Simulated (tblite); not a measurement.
Method: GFN2-xTB as coded in tblite; computed harmonic values from a numerical Hessian at the method's own geometry, unscaled. Against measured fundamentals such values can be off by several per cent, at times by over 20. Modes of hydrogen on silicon can be 10 to 20 % off. One conformer each. Thermal functions are those of the rigid rotor and harmonic oscillator, without mixing of conformers.

Question: Order these by their heat capacity Cp at 298.15 K, highest first (cal/(mol K)).
A. `C[C@@H](C#N)[C@](C)(F)S(=O)(=O)[O-]`
B. `CN(C)[Si@H]1CC[SiH2]O1`
C. `C1[Si@](C)(C#C)C[C@H]1SC`
D. `CC1=CP(C(F)(F)F)CC1`
E. `CC(=O)N(C)[SiH2]C[SiH3]`
F. `c12ccsc1cncc2C(F)(F)F`
G. `C[Si@@H]1[Si@H](C)[SiH2][Si@@H]1O[SiH3]`

Answer: G (60.6), E (46.9), C (46.5), A (44.5), B (43.3), F (42.2), D (40.9).

```
                                 SMILES  atoms  mass (u)  symmetry number  modes under 300 cm⁻¹  ZPE (kcal/mol)  S translation (cal/(mol K))  S rotation  S vibration      S    Cp
C[Si@@H]1[Si@H](C)[SiH2][Si@@H]1O[SiH3]     22    193.99                1                    13            89.6                         41.7        31.2         59.0  131.9  60.6
                CC(=O)N(C)[SiH2]C[SiH3]     21    147.05                1                    10            98.9                         40.9        29.9         40.7  111.6  46.9
              C#C[Si@]1(C)C[C@@H](SC)C1     21    156.04                1                    11           103.8                         41.1        30.5         42.2  113.8  46.5
    C[C@@H](C#N)[C@](C)(F)S(=O)(=O)[O-]     18    180.01                1                    11            76.9                         41.5        30.2         35.7  107.4  44.5
                 CN(C)[Si@H]1CC[SiH2]O1     21    147.05                1                     9           104.1                         40.9        29.4         33.4  103.6  43.3
                  FC(F)(F)c1cncc2sccc12     17    203.00                1                     7            64.2                         41.9        31.3         29.6  102.8  42.2
                    CC1=CP(C(F)(F)F)CC1     18    168.03                1                     8            80.6                         41.3        29.9         31.9  103.1  40.9
```

Entropies and Cp are for 298.15 K and 1 bar.
